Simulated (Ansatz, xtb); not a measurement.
# Two isomers of C5H5ClF2

Structure a is `C=CC(=C)C(F)(F)Cl`, a singlet and structure b is `C=C/C(F)=C(\Cl)CF`, a singlet. Both are isolated molecules in the gas phase, relaxed with PBE-D3(BJ)/def2-SVP; each stands in its lowest conformer found.

Quicker runs give these differences E(b) − E(a): GFN2-xTB −2.3 kcal/mol; HF/STO-3G +5.9 kcal/mol (at GFN2-xTB geometries); r2SCAN-D4/def2-SVP +8.4 kcal/mol (at GFN2-xTB geometries).

Question: Estimate E(b) − E(a) at the level CCSD(T)/def2-SVP + ΔMP2/def2-TZVPP.

Answer: Calculated at CCSD(T)/def2-SVP + ΔMP2/def2-TZVPP: E(b) − E(a) = +7.3 kcal/mol, so structure a lies lower.

How the difference moves with the method:

```tsv
level	geometry	E(b) − E(a) (kcal/mol)	departure from the last row (kcal/mol)	job, with rough time for the two
GFN2-xTB	GFN2-xTB	−2.3	−9.6	optimisation, 0.13 s
HF/STO-3G	GFN2-xTB	+5.9	−1.4	single point, 0.36 s
r2SCAN-D4/def2-SVP	GFN2-xTB	+8.4	+1.1	single point, 4.1 s
PBE-D3(BJ)/def2-SVP	PBE-D3(BJ)/def2-SVP	+7.3	0.0	optimisation, 26 s
HF/def2-SVP	PBE-D3(BJ)/def2-SVP	+7.2	−0.1	part of the CCSD(T) run
MP2/def2-SVP	PBE-D3(BJ)/def2-SVP	+9.2	+1.9	part of the CCSD(T) run
CCSD(T)/def2-SVP	PBE-D3(BJ)/def2-SVP	+9.2	+2.0	single point
CCSD(T)/def2-SVP + ΔMP2/def2-TZVPP	PBE-D3(BJ)/def2-SVP	+7.3		single point, 87 s
```

As drawn, both hold the same kinds of bond in the same numbers.

GFN2-xTB puts the two in the other order. The largest departure from CCSD(T)/def2-SVP + ΔMP2/def2-TZVPP is that of GFN2-xTB, 9.6 kcal/mol. The last row adds to CCSD(T) the change of the MP2 difference between the two basis sets, here −2.0 kcal/mol.

With thermal terms from frequencies at re-optimised GFN2-xTB minima (ideal gas, soft modes damped towards free rotors, one conformer each, 298.15 K, 1 atm): the zero-point term adds +0.3 kcal/mol; ΔH is +7.7 and ΔG +6.8 kcal/mol.

The correlated steps freeze 12 core orbitals. Codes used: Ansatz 0.2.0, xtb 6.7.1; the last row on 4 threads of Arm Neoverse V2 on a shared host.
